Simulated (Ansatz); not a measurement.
Basis-set extrapolation for `CCCSSCCC` (PBE0-D4/def2-TZVP geometry, frozen core, Ansatz). Multiplicity 1, RHF reference.

```tsv
	def2-TZVPP	def2-QZVPP
HF	-1030.542968	-1030.576728
MP2 correlation	-1.408362	-1.506661
CCSD(T) correlation	-1.565561	not run
```

Energies in hartree. Use E(X) = E(∞) + A·exp(−7.88·√X) for Hartree–Fock and E(X) = E(∞) + B·X^(−2.97) for correlation, with X = 3 and 4, and add CCSD(T) minus MP2 of the smaller set to the MP2 limit.

Problem. What is the CCSD(T) energy at the basis-set limit?

Solution. HF limit: -1030.576728 + (-0.033760) × 0.13774 = -1030.58138. MP2 limit: -1.506661 + (-0.098299) × 0.74074 = -1.57948. Higher-order term: -1.565561 − (-1.408362) = -0.15720. Total: -1032.31806 hartree, 550.1 kJ/mol below CCSD(T)/def2-TZVPP.
